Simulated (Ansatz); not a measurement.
`Cl[SiH2][SiH2][GeH3]` + CH₃SH → `CS[SiH2][GeH3]` + `[SiH3]Cl`  (cleavage of the Si–Si bond)

Isolated molecules relaxed with PBE0-D4/def2-TZVP in Ansatz; ΔE leaves out vibrations. CCSD(T)/CBS is the MP2 limit (def2-TZVPP, def2-QZVPP) plus CCSD(T) − MP2 in def2-TZVPP, frozen cores. This one scheme is used for every species. Functionals use def2-TZVPP. B3LYP here is the variant with VWN-RPA as its local correlation; programs differ in this. For Ge outer-core shells are correlated without core-valence functions, which leaves a few kJ/mol of doubt a bond. Scalar relativity is left out up to krypton. One conformer a species, not always the lowest.

```
             level  ΔE (kJ/mol)  difference from CCSD(T)/CBS
            PBE-D4        -39.9                         10.2
         r2SCAN-D4        -47.4                          2.7
           PBE0-D4        -42.2                          7.9
          B3LYP-D4        -47.8                          2.3
           ωB97X-V        -47.2                          2.9
            B2PLYP        -50.9                         -0.8
            r2SCAN        -47.3                          2.8
              PBE0        -42.0                          8.1
             B3LYP        -47.1                          3.0
     HF/def2-TZVPP        -55.0                         -4.9
SCS-MP2/def2-TZVPP        -55.7                         -5.6
   CCSD/def2-TZVPP        -47.7                          2.4
CCSD(T)/def2-TZVPP        -47.9                          2.2
    MP2/def2-QZVPP        -58.1                         -8.0
SCS-MP2/def2-QZVPP        -57.1                         -7.0
      HF/CBS(def2)        -55.5                         -5.4
       CCSD(T)/CBS        -50.1                            0
```

Largest T1 diagnostic among the species: 0.012.
